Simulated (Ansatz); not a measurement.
Reaction (redistribution): `CC([SiH3])=[Se]` + `BN([SiH2]C)[Si](C)(C)C` → `BN([SiH2][SiH3])[Si](C)(C)C` + `CC(C)=[Se]`

Calculated with Ansatz (gas phase, PBE0-D4/def2-TZVP geometries, no zero-point term in ΔE). CCSD(T)/CBS is the MP2 limit (def2-TZVPP, def2-QZVPP) plus CCSD(T) − MP2 in def2-TZVPP, frozen cores. DFT in def2-TZVPP. B3LYP here is the variant with VWN-RPA as its local correlation; programs differ in this. For Se outer-core shells are correlated without core-valence functions, which leaves a few kJ/mol of doubt a bond. Scalar relativity is left out up to krypton. Each species was taken in one conformer, which may not be the lowest.

```csv
level,ΔE (kcal/mol),difference from CCSD(T)/CBS
PBE-D4,2.7,-3.5
PBE0-D4,3.1,-3.1
B3LYP-D4,5.0,-1.2
ωB97M-V,6.7,0.5
B2PLYP,6.1,-0.1
PBE0,3.3,-2.9
B3LYP,5.2,-1.0
HF/def2-TZVPP,5.8,-0.4
MP2/def2-TZVPP,7.6,1.4
SCS-MP2/def2-TZVPP,7.5,1.3
CCSD/def2-TZVPP,5.8,-0.4
CCSD(T)/def2-TZVPP,5.8,-0.4
HF/def2-QZVPP,5.9,-0.3
MP2/def2-QZVPP,7.9,1.7
HF/CBS(def2),6.0,-0.2
CCSD/CBS(def2),6.2,0.0
CCSD(T)/CBS,6.2,0
```

Largest T1 diagnostic among the species: 0.016.

CCSD(T)/CBS has its own doubt, a few kJ/mol and more with outer-core shells, so smaller differences from it don't rank the levels.
